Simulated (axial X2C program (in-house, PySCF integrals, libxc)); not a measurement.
**TiC: properties at the nuclei**

Computed with an axial X2C code built on PySCF integrals: two-component X2C with atomic mean-field Coulomb and Gaunt terms, Gaussian nuclei, basis Ti dyall-cv3z, C dyall-v3z with contracted cores.

R = 1.643 Å (near the PBE0 minimum at charge 0 of the determinant lowest at the starting distance; the state shown can have its own minimum elsewhere).

Input and command:
```json
{"zs": [22, 6], "q": 0, "bas": ["dyall-cv3z", "dyall-v3z"], "r0": 1.84, "levels": ["PBE0", "HF", "r2SCAN", "B3LYP", "BHandHLYP"], "nst": 3}
```
```bash
python soeom.py task.json out
```

Keys: zs atomic numbers; q charge; bas basis sets; r0 starting distance in Å; levels methods; nst determinants followed.

Determinant lowest in the PBE0 search, Ω = 1 (⟨Sz⟩ = 1.00, ⟨Lz⟩ = 0.00 at PBE0), spin on the atoms Ti 0.69, C 0.31:

```csv
level,Eeff magnitude (GV/cm),Ws magnitude Ti (kHz),A∥/gI Ti (MHz),qzz Ti (a.u.),A∥/gI C (MHz),qzz C (a.u.),μ (D)
PBE0,0.326,0.116,949,-1.64,88.3,0.40,-3.05
HF,0.363,0.129,804,-2.11,105,-0.01,-2.27
r2SCAN,0.397,0.144,944,-1.70,108,0.39,-2.92
B3LYP,0.325,0.116,1010,-1.74,95.6,0.41,-3.10
BHandHLYP,0.387,0.139,970,-1.60,82.7,0.39,-3.28
```

Determinant 0.19 eV from it at PBE0 and this distance, Ω = 0 (closed shell), highest spinor 38% Ti d, 37% C p, 16% Ti p:

```tsv
level	qzz Ti (a.u.)	qzz C (a.u.)	μ (D)
PBE0	-1.59	-0.11	-6.46
HF	-0.97	0.54	-8.47
r2SCAN	-1.58	-0.10	-5.83
B3LYP	-1.76	-0.11	-6.31
BHandHLYP	-1.42	-0.01	-7.31
```

Eeff is the effective electric field on the electron electric dipole moment in this Ω state and Ws the scalar–pseudoscalar constant of the nucleus named (defined with the proton number Z and per Ω); A∥ (defined per Ω) follows by multiplying with gI = μI/(I μN); qzz is the electric field gradient, eQq0 = 234.96 MHz × Q/barn × qzz; μ is positive if the C end (last atom) is positive. The operators were transformed with the bare-nucleus X2C matrices; with these basis sets, hyperfine constants and field gradients can be off by tens of per cent, and where levels differ in sign neither size nor sign is settled.

(1) With gI(47Ti) = -0.3154, Q(47Ti) = 0.302 barn, gI(13C) = 1.4048 (g factors from the IAEA table of nuclear moments by Stone; Q from Pyykkö, Mol. Phys. 2018), turn the PBE0 values of the first state into constants in MHz.

Each state is one determinant with collinear spin, which with several unpaired electrons need not be a pure state. Unrestricted Hartree–Fock can overshoot spin polarisation at the nuclei. A closed determinant beside an open π² or δ² triplet, such as (π1/2)², mixes with its partner pair into the 0⁺ component of the triplet and ¹Σ⁺, so its energy is not that of a level, and 0⁺ can lie lowest. With several open shells hyperfine constants can be off by a factor of several. Open-shell Ω = 0 determinants with evenly filled partner blocks cannot be reached by this program, so the Ω shown need not be the lowest component. States lie within half an eV, so the first need not be the ground state. Further determinants of the search, some of them spin-mixed, are not shown. Where a field gradient or hyperfine factor spreads by more than a factor of two over the levels, a constant derived from it is not to be relied on. PBE0 term energies can be off by some tenths of an eV.

Results:

(1) A∥(47Ti) = 949 × -0.3154 = -299 MHz; eQq0(47Ti) = 234.96 × (0.302) × (-1.64) = -116 MHz; A∥(13C) = 88.3 × 1.4048 = 124 MHz.
